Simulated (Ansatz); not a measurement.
A series at Sn: from `[F][Sn]([F])([F])[SH]`, ligands are replaced one by one, each step taking up H₂S and setting free H–F; n counts the steps. Ansatz, PBE0-D4/def2-TZVP geometries. Each molecule was computed in one conformer, which needn't be the lowest.

CBS adds triple-zeta CCSD(T) − MP2 to the MP2 limit, frozen cores; atoms without spin–orbit coupling. Elements past krypton have def2 core potentials. Outer-core shells of Sn are correlated without core-valence functions. Spin–orbit coupling is left out.

```csv
n,molecule,"atomization energy, CCSD(T)/CBS (kJ/mol)"
0,`[F][Sn]([F])([F])[SH]`,1964.7
1,`[F][Sn]([F])([SH])[SH]`,?
2,`[F][Sn]([SH])([SH])[SH]`,2350.8
3,`[SH][Sn]([SH])([SH])[SH]`,2536.1
```

Q: By hand: fit a straight line y = ȳ + b (n − n̄) to the 3 given rows and predict n = 1.

A: n̄ = 1.667, ȳ = 2283.87; Σ(n − n̄)(y − ȳ) = 890.57, Σ(n − n̄)² = 4.667, so b = 190.82 kJ/mol a step. Prediction: 2283.87 + (190.82) × (-0.667) = 2156.6 kJ/mol.

Q: By hand: compare with the computed value, 2162.0 kJ/mol, and give the steps along the whole series.

A: The line misses by 5.4 kJ/mol (computed minus predicted). Steps: 197.3, 188.8, 185.3 kJ/mol.

The steps differ by up to 12.0 kJ/mol, small against a whole step but well beyond the method's doubt, so the ligands' effects don't simply add. The miss is 0.9 % of the series' range. The energies themselves are unsure by some kJ/mol a bond, though much of that is common to the series.
